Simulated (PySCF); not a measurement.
Finite-field polarisability of Bi⁻ (bismuth, charge -1)

[Xe] 4f14 5d10 6s2 6p4, high-spin 3P determinant. Calculation: PySCF 2.14, in def2-QZVPPD with the def2 core potential (60 electrons) (8s6p5d4f1g, 88 functions); a scalar-relativistic core potential. Frozen: 5s2 5p6 5d10. Energy changes in a uniform field (μhartree):

```json
{"axis": "x", "F (au)": "0.0014", "HF": "-100.759", "MP2": "-103.102", "CCSD": "-103.457", "CCSD(T)": "-104.316"}
{"axis": "x", "F (au)": "0.0028", "HF": "-403.162", "MP2": "-412.506", "CCSD": "-413.940", "CCSD(T)": "-417.372"}
{"axis": "y", "F (au)": "0.0011", "HF": "-95.216", "MP2": "-96.046", "CCSD": "-97.276", "CCSD(T)": "-98.762"}
{"axis": "y", "F (au)": "0.0022", "HF": "-381.001", "MP2": "-383.906", "CCSD": "-389.068", "CCSD(T)": "-394.961"}
```

By symmetry the remaining axis equals x.

(1) Derive α along x at CCSD(T) from the two fields.

(2) And the mean polarisability at each level?

The polarisability of an anion needs two sets of diffuse s and p functions; this basis lacks them, so these values show the method and not the converged property.

Spin-orbit coupling is strong in this species (close to jj coupling), so the high-spin LS determinant is a model state, not a physical level.

Answers

(1) With ΔE = −αF²/2 − γF⁴/24, α = −(16 ΔE(F) − ΔE(2F))/(6F²) = 106.4 bohr³.

(2) The components xx, yy, zz at CCSD(T) are 106.4, 163.3, 106.4, the third axis being equal by symmetry to one of the two computed. Means: HF 121.0, MP2 123.1, CCSD 124.0, CCSD(T) 125.4 bohr³.
